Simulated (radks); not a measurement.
Species: Nd4+. Configuration: [Kr] 4d10 4f2 5s2 5p5.75 5d0.25 (fractional occupations, a model configuration). All-electron calculation, scalar-relativistic Kohn-Sham, LDA (Slater exchange, VWN5 correlation), spin-polarised, spherical densities, point nucleus; open shells are filled with parallel spins first (spin-orbit coupling, left out, can overturn this in heavy ions). Program: a radial shooting solver on a logarithmic mesh with Libxc functionals. Some entries of the table are withheld. Estimate them.

orbital  occ.  eigenvalue (hartree)  <r> (bohr)  <r^2> (bohr^2)
1s up       1             -1595.354     0.02365       0.0007609
1s down     1             -1595.353     0.02365       0.0007609
2s up       1             -259.7056      0.1011         0.01205
2s down     1             -259.7038      0.1011         0.01205
2p up       3             -232.4668     0.08884        0.009632
2p down     3             -232.4652     0.08883        0.009632
3s up       1             -57.92029      0.2667         0.08128
3s down     1             -57.89323      0.2667         0.08123
3p up       3             -49.33016      0.2648         0.08127
3p down     3             -49.30326      0.2647         0.08122
3d up       5             -37.37748      0.2420         0.06894
3d down     5             -37.35601      0.2419         0.06887
4s up       1             -13.07597      0.6052          0.4132
4s down     1             -13.01007      0.6051          0.4131
4p up       3             -10.24561      0.6396          0.4650
4p down     3             -10.17996      0.6396          0.4650
4d up       5              -6.21598      0.6977          0.5638
4d down     5              -6.15093      0.6980          0.5642
5s up       1              -3.09819       1.392           2.167
5s down     1              -3.05358       1.397           2.185
5p up       3              -2.33909       1.570             (1)
5p down  2.75              -2.30081       1.579             (2)
4f up       2              -1.89232         (3)          0.9952
4f down     0              -1.83085         (4)           1.013
5d up    0.25              -1.35999       2.033             (5)
5d down     0              -1.33351       2.052             (6)

Answer. 
(1) 5p up <r^2> (bohr^2): 2.770
(2) 5p down <r^2> (bohr^2): 2.801
(3) 4f up <r> (bohr): 0.8942
(4) 4f down <r> (bohr): 0.9006
(5) 5d up <r^2> (bohr^2): 4.679
(6) 5d down <r^2> (bohr^2): 4.770
